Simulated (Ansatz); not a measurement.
Reaction (ligand exchange at a Ge–O bond): `[SiH3][O][GeH2][SH]` + H–F → `[F][GeH2][SH]` + silanol

Isolated molecules relaxed with PBE0-D4/def2-TZVP in Ansatz; ΔE leaves out vibrations. CBS: MP2 limit from def2 TZ/QZ plus the TZ coupled-cluster correction, frozen cores. This one scheme is used for every species. DFT in def2-TZVPP. B3LYP here is the variant with VWN-RPA as its local correlation; programs differ in this. For Ge outer-core shells are correlated without core-valence functions, which leaves a few kJ/mol of doubt a bond. Scalar relativity is left out up to krypton. One conformer a species, not always the lowest.

`[SiH3][O][GeH2][SH]`:

```xyz
10

Si   -0.978   -0.075    1.418
O    -0.743   -0.651   -0.099
Ge    0.234   -0.083   -1.463
S     1.999    1.035   -0.729
H     0.217   -0.309    2.272
H    -1.270    1.384    1.403
H    -2.137   -0.804    1.992
H     0.640   -1.347   -2.226
H    -0.593    0.915   -2.282
H     2.631   -0.065   -0.286
```

H–F:

Cartesian coordinates in Å:
```
F -0.181 0.352 0.234
H 0.181 -0.352 -0.234
```

`[F][GeH2][SH]`:

Cartesian coordinates in Å:
```
F 1.197 1.206 0.780
Ge -0.187 0.199 0.461
S -0.310 -0.208 -1.697
H 0.055 -1.078 1.272
H -1.419 1.015 0.857
H 0.663 -1.134 -1.674
```

`O[SiH3]`:

Cartesian coordinates in Å:
```
O 0.046 -1.108 0.642
Si 0.075 0.384 -0.056
H -0.401 -1.813 0.173
H 0.759 0.360 -1.378
H 0.820 1.256 0.880
H -1.299 0.921 -0.262
```

```json
{"species": "`[SiH3][O][GeH2][SH]`", "B3LYP energy (Eh)": "-2843.74891"}
{"species": "H–F", "B3LYP energy (Eh)": "-100.49272"}
{"species": "`[F][GeH2][SH]`", "B3LYP energy (Eh)": "-2577.02593"}
{"species": "`O[SiH3]`", "B3LYP energy (Eh)": "-367.22653"}
```

Work out ΔE.

ΔE = (-2577.02593) + (-367.22653) − (-2843.74891) − (-100.49272) = -0.01083 Eh = -6.8 kcal/mol. CCSD(T)/CBS gives -2.1 kcal/mol.

Largest T1 diagnostic among the species: 0.012.

From PBE to PBE0 (25 % exact exchange), in def2-TZVPP and without D4, ΔE moves by +1.1 kcal/mol. In def2-TZVPP, CCSD(T) changes the Hartree–Fock value by +3.5 kcal/mol (the triples alone add +0.5 kcal/mol) and MP2 by +4.2 kcal/mol. The D4 term adds +2.9 kcal/mol with B3LYP and +1.7 kcal/mol with PBE0; it sums over pairs of atoms, weighted by their polarisabilities, and B3LYP, whose exchange is more repulsive, gets the larger term.
